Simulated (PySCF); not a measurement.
Below is a simulated gas-phase Cl 2p photoelectron spectrum of Cl3H4NSiTi ((Cl)3Ti-NH-SiH3).

Every computed line was given a Gaussian of 0.8 eV full width at half maximum and an area set by the number of equivalent atoms (split 2:1 within a doublet); the highest printed point is 100. Method used: PySCF, delta-SCF UKS SCAN, pcX-2 on the ionised atom (unc-x2c-TZVPall on a metal), pcseg-1 elsewhere, spin-free X2C.

(binding energy (eV), intensity): (204.6, 0), (204.7, 1), (204.8, 2), (204.9, 4), (205.0, 8), (205.1, 15), (205.2, 25), (205.3, 39), (205.4, 56), (205.5, 74), (205.6, 89), (205.7, 99), (205.8, 100), (205.9, 93), (206.0, 79), (206.1, 62), (206.2, 44), (206.3, 29), (206.4, 18), (206.5, 11), (206.6, 8), (206.7, 8), (206.8, 11), (206.9, 16), (207.0, 24), (207.1, 32), (207.2, 41), (207.3, 47), (207.4, 50), (207.5, 49), (207.6, 44), (207.7, 36), (207.8, 27), (207.9, 18), (208.0, 12), (208.1, 7), (208.2, 4), (208.3, 2), (208.4, 1), (208.5, 0), (208.6, 0)

Q: Count the maxima, the lines and the sites behind this envelope.

A: The curve has 2 maxima (at 205.8 and 207.4 eV). Under it lie 2 lines from 1 inequivalent chlorine site, drawn as a 2p3/2, 2p1/2 pair.

Q: Decompose the envelope and assign each component. Bonds: Ti1–Cl2, Ti1–Cl3, Ti1–Cl4, Ti1–N5, N5–Si6. Hydrogens: H7 on N5; H8, H9, H10 on Si6.

A: 
```
position (eV)  relative area      line        atoms            environment
       205.77           2.00  Cl 2p3/2  Cl2/Cl3/Cl4  chlorine bonded to Ti
       207.42           1.00  Cl 2p1/2  Cl2/Cl3/Cl4  chlorine bonded to Ti
```

Q: What are the centre and the root-mean-square width of the whole band?

A: The area-weighted mean of the lines is 206.32 eV. Their own spread about it is 0.78 eV (rms) and each Gaussian has σ = 0.8/2.355 = 0.34 eV; the variances add, which gives 0.85 eV.

The curve has no shake-up lines and no vibrational structure. One atom of each set of topologically equivalent atoms was ionised and stands for the set; in this conformer not all members are related by symmetry, and their own values weren't computed. Spin–orbit and ligand-field terms were added within each 2p shell after the spin-free SCF. 2p1/2 minus 2p3/2 (ligand field included): Cl 1.65 eV. Isolated species at its PBE0-D3(BJ)/def2-SVP geometry, gas phase. Metal 2p energies of this one-determinant scheme are less reliable than its 1s energies.
